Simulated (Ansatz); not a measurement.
The first iterations of a band of AlClH$_{6}$N$_{2}$ (10 atoms, charge 0, multiplicity 1).

Method: RKS PBE/def2-SVP (Ansatz).

```json
{
 "movable images": "7",
 "climbing image": "yes",
 "spring": "5.0 eV/Å²",
 "optimiser": "quadratic models (default)",
 "start path": "through a guess of the saddle point",
 "force threshold": "0.05 eV/Å",
 "iteration limit": "60",
 "end points": "relaxed"
}
```

Initial state:

```xyz
10
Properties=species:S:1:pos:R:3
Al -0.070 0.037 0.192
H -0.191 -0.892 1.493
Cl 1.845 0.118 -0.837
N -1.542 0.238 -0.862
H -2.340 -0.392 -0.735
H -1.445 0.415 -1.867
N 0.042 1.946 0.989
H 0.888 2.429 0.653
H -0.785 2.437 0.614
H 0.020 2.008 2.016
```

Final state:

```xyz
10
Properties=species:S:1:pos:R:3
Al -0.011 0.667 -0.694
H -0.074 0.397 3.402
Cl 1.786 -0.295 -1.278
N -1.545 0.093 -1.378
H -1.620 -0.707 -2.010
H -2.470 0.490 -1.202
N 0.096 2.015 0.466
H 0.977 2.388 0.824
H -0.687 2.566 0.822
H -0.033 0.730 2.706
```

| iteration | highest image above the first end (eV) | largest band force component (eV/Å) |
| --- | --- | --- |
| 1 | 4.307 | 21.051 |
| 2 | 2.380 | 2.806 |
| 3 | 1.685 | 1.667 |
| 4 | 1.290 | 1.528 |
| 5 | 1.063 | 0.789 |
| 6 | 0.999 | 0.613 |

**Question.** Does the band converge within its limit, and where does its top end?

**Answer.** It converged. It ended after 20 iterations with the highest image 1.253 eV above the first end. A vibrational analysis at the climbing image gives one clearly imaginary mode, 1013i cm⁻¹: a first-order saddle point. The orbitals stay closed-shell, which can raise the energy where a bond breaks towards radicals; this wasn't checked here.

Time of the run: 3.7 min on 2 threads of AMD EPYC 7R43 64-Core Processor (Zen 3) (shared host), peak memory 0.15 GiB.
